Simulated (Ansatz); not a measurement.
`CB[SiH2][SiH2]F` + H₂ → `CB[SiH3]` + `F[SiH3]`  (hydrogenolysis of the Si–Si bond)

Computed with Ansatz on PBE0-D4/def2-TZVP structures; ΔE is electronic, products minus reactants. CBS: MP2 limit from def2 TZ/QZ plus the TZ coupled-cluster correction, frozen cores. This one scheme is used for every species. Functionals use def2-TZVPP. B3LYP here is the variant with VWN-RPA as its local correlation; programs differ in this. Each species was taken in one conformer, which may not be the lowest.

(1) Is it downhill or uphill in electronic energy at CCSD(T)/CBS, and by how much? (An estimate is asked.)

(2) What do these levels give: revPBE-D4, B3LYP-D4, BHLYP-D4, CAM-B3LYP, RPA@PBE/def2-TZVPP, CCSD(T)/def2-TZVPP? (An estimate is asked.)

Largest T1 diagnostic among the species: 0.013.

## Answers

(1) The calculation gave: Downhill: ΔE = -18.0 kJ/mol.

(2) The calculation gave: revPBE-D4 2.9, B3LYP-D4 -16.5, BHLYP-D4 -25.6, CAM-B3LYP -31.9, RPA@PBE/def2-TZVPP -26.2, CCSD(T)/def2-TZVPP -21.7 kJ/mol.

From PBE to PBE0 (25 % exact exchange), in def2-TZVPP and without D4, ΔE moves by −7.9 kJ/mol. In def2-TZVPP, CCSD(T) changes the Hartree–Fock value by +32.3 kJ/mol (the triples alone add +6.1 kJ/mol) and MP2 by +32.2 kJ/mol. The D4 term adds +11.1 kJ/mol with B3LYP and +6.4 kJ/mol with PBE0; it sums over pairs of atoms, weighted by their polarisabilities, and B3LYP, whose exchange is more repulsive, gets the larger term.
